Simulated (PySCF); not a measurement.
C(5+): ionisation energy

C(5+) 1s1 [1s1/2^1, M_J = 1/2] → C(6+) (bare nucleus), as a difference of total energies. All numbers are calculated (PySCF 2.14, the two-component X2C-1e Hamiltonian, in an uncontracted even-tempered set (15 s from 1.8 bohr⁻², ratio 2.4; 8 p from 2.3 bohr⁻², ratio 2.4; 3 d from 6.5 bohr⁻², ratio 2.6; 3 f from 9.7 bohr⁻², ratio 2.6)). "Screened" scales the spin-orbit matrix elements by Boettger's factors to mimic the two-electron term; Breit and QED terms are absent.

```csv
method,ionisation energy (eV)
GHF (screened spin-orbit),490.04
GHF (bare spin-orbit),490.04
```

For comparison: 489.99 eV (theoretical estimate listed by NIST; NIST Atomic Spectra Database, ionization energies).
